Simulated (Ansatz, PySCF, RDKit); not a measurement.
Noncovalent pair: H2S (SMILES S) (first 3 atoms) with CH3I (SMILES CI); geometry from B3LYP-D3(BJ)/def2-TZVP, rigid monomers moved along the line of their centres of mass till H3···I5 is 2.74 Å.
(charge 0, multiplicity 1):
```xyz
8

S     -0.14422    -0.46619    -0.68131
H     -0.54897    -1.74027    -0.80641
H     -0.89930    -0.27559     0.41602
C      1.17467    -1.16791     2.64050
I     -0.89545    -0.77952     3.11107
H      1.39710    -2.17328     2.97867
H      1.27568    -1.07083     1.56491
H      1.76627    -0.42976     3.16941
```

Monomers are frozen at their geometry in the pair; levels with a basis set take the counterpoise correction. Rows marked so take none. RDKit's UFF carries no charges.

Rows in LANL2DZ carry no dispersion term and start afresh at each structure. LANL2DZ brings its own core potentials from Na on.

Codes used: Ansatz (Gaussian basis) for Hartree–Fock, density functionals and correlated methods; PySCF for LANL2DZ rows; RDKit for the force fields.  In def2 rows elements past Kr take small-core potentials, without spin–orbit coupling.

Q: One of these levels gives 2.16 kcal/mol for the interaction energy. Which?
A) B3LYP/LANL2DZ (no counterpoise)
B) UFF
C) r2SCAN/def2-TZVPPD
D) HF/def2-TZVPPD

A: B, UFF. The others give 3.15 (HF/def2-TZVPPD), -1.14 (r2SCAN/def2-TZVPPD), 0.29 (B3LYP/LANL2DZ (no counterpoise))

Ansatz is a program for electronic structure.
